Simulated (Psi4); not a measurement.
HS (SMILES [SH]), doublet, at a GFN2-xTB geometry; HF/def2-SV(P) (Psi4).

Input for Psi4:
```
memory 2 GB

molecule {
0 2
S    -0.00000000   -0.00000000   -0.07826331
H     0.00000000    0.00000000    1.25221295
}

set {
  basis def2-sv(p)
  reference uhf
  level_shift 0.3
}

energy('scf')
print_variables()
```

What the program printed (banner, timings and long lists left out):

```
   => Loading Basis Set <=

    Name: DEF2-SV(P)
    Role: ORBITAL
    Keyword: BASIS

         ---------------------------------------------------------
                                   SCF
               by Justin Turney, Rob Parrish, Andy Simmonett
                          and Daniel G. A. Smith
                              UHF Reference
         ---------------------------------------------------------

  ==> Geometry <==

    Molecular point group: c2v
    Full point group: C_inf_v

    Geometry (in Angstrom), charge = 0, multiplicity = 2:

       Center              X                  Y                   Z               Mass
    ------------   -----------------  -----------------  -----------------  -----------------
         S            0.000000000000     0.000000000000    -0.040657716786    31.972071174400
         H            0.000000000000     0.000000000000     1.289818543214     1.007825032230

  Running in c2v symmetry.

  Rotational constants: A = ************  B =      9.74710  C =      9.74710 [cm^-1]
  Rotational constants: A = ************  B = 292210.83291  C = 292210.83291 [MHz]
  Nuclear repulsion =    6.363762830852766

  Charge       = 0
  Multiplicity = 2
  Electrons    = 17
  Nalpha       = 9
  Nbeta        = 8

  ==> Algorithm <==

  SCF Algorithm Type is DF.
  DIIS enabled.
  MOM disabled.
  Fractional occupation disabled.
  Guess Type is SAD.
  Energy threshold   = 1.00e-06
  Density threshold  = 1.00e-06
  Integral threshold = 1.00e-12

  ==> Primary Basis <==

  Basis Set: DEF2-SV(P)
    Blend: DEF2-SV(P)
    Number of shells: 10
    Number of basis functions: 20
    Number of Cartesian functions: 21
    Spherical Harmonics?: true
    Max angular momentum: 2

   => Loading Basis Set <=

    Name: (DEF2-SV(P) AUX)
    Role: JKFIT
    Keyword: DF_BASIS_SCF

  ==> Integral Setup <==

  SCF_SUBTYPE=INCORE selected. In-core MEM_DF algorithm will be used.
  Using in-core AOs.

  ==> MemDFJK: Density-Fitted J/K Matrices <==

    J tasked:                   Yes
    K tasked:                   Yes
    wK tasked:                   No
    Algorithm:                 Core
    Schwarz Cutoff:           1E-12
    Mask sparsity (%):       0.0000
    Fitting Condition:        1E-10

   => Auxiliary Basis Set <=

  Basis Set: (DEF2-SV(P) AUX)
    Blend: DEF2-UNIVERSAL-JKFIT
    Number of shells: 44
    Number of basis functions: 146
    Number of Cartesian functions: 175
    Spherical Harmonics?: true
    Max angular momentum: 4

[...]
   @DF-UHF iter   9:  -397.95340674889030   -1.73537e-09   8.33561e-07 DIIS
  Energy and wave function converged.

  ==> Post-Iterations <==

   @Spin Contamination Metric:   8.418850404E-03
   @S^2 Expected:                7.500000000E-01
   @S^2 Observed:                7.584188504E-01
   @S   Expected:                5.000000000E-01
   @S   Observed:                5.000000000E-01

    Orbital Energies [Eh]
    ---------------------

    Alpha Occupied:

[...]
    Alpha Virtual:

[...]
    Beta Occupied:

[...]
    Beta Virtual:

[...]
    Final Occupation by Irrep:
             A1    A2    B1    B2
    DOCC [     5,    0,    1,    2 ]
    SOCC [     0,    0,    1,    0 ]
    NA   [     5,    0,    2,    2 ]
    NB   [     5,    0,    1,    2 ]

  @DF-UHF Final Energy:  -397.95340674889030

   => Energetics <=

    Nuclear Repulsion Energy =              6.3637628308527656
    One-Electron Energy =                -562.6823983493613923
    Two-Electron Energy =                 158.3652287696182839
    Total Energy =                       -397.9534067488903020

  UHF NO Occupations:
  HONO-2 :    4 A1 1.9997587
  HONO-1 :    5 A1 1.9960679
  HONO-0 :    2 B1 1.0000000
  LUNO+0 :    6 A1 0.0039321
  LUNO+1 :    7 A1 0.0002413
  LUNO+2 :    3 B2 0.0000428
  LUNO+3 :    3 B1 0.0000010

Computation Completed

Properties will be evaluated at   0.000000,   0.000000,   0.000000 [a0]

Properties computed using the SCF density matrix

 Multipole Moments:

 ------------------------------------------------------------------------------------
     Multipole            Electronic (a.u.)      Nuclear  (a.u.)        Total (a.u.)
 ------------------------------------------------------------------------------------

 L = 1.  Multiply by 2.5417464519 to convert [e a0] to [Debye]
 Dipole X            :          0.0000000            0.0000000            0.0000000
 Dipole Y            :          0.0000000            0.0000000            0.0000000
 Dipole Z            :         -0.7859065            1.2080926            0.4221861
 Magnitude           :                                                    0.4221861

 ------------------------------------------------------------------------------------

  Variable Map:
  ----------------------------------------------------------------------------
[...]
  Array Variable Map:
  ----------------------------------------------------------------------------
[...]
[...]
```
